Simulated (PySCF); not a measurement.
## FeCl₂: adding exact exchange

Base calculation in PySCF with density fitting and no spin–orbit coupling, PBE/def2-TZVP (no relativity): quintet, D∞h, Fe–Cl 2.123 Å (×2); wavenumbers 76 (×2), 345, 492 cm⁻¹; polar-tensor charge of Fe 1.11 e, atomisation energy (no zero-point energy) 868 kJ/mol.

Problem. What changes on going to PBE0/def2-TZVP (no relativity)?

Solution. The point group stays the same. Changes: mean bond to Fe +0.013 Å, highest wavenumber +6 cm⁻¹, lowest wavenumber +8 cm⁻¹, polar-tensor charge of Fe +0.15 e, atomisation energy (no zero-point energy) -50 kJ/mol. The new structure has Fe–Cl 2.136 Å (×2), with wavenumbers 84 (×2), 349, 498 cm⁻¹.

Open d or f shells are single determinants, so the state found may not be the ground state. Only the bonding shown was studied: isomers, or loss of a ligand pair, can lie lower.
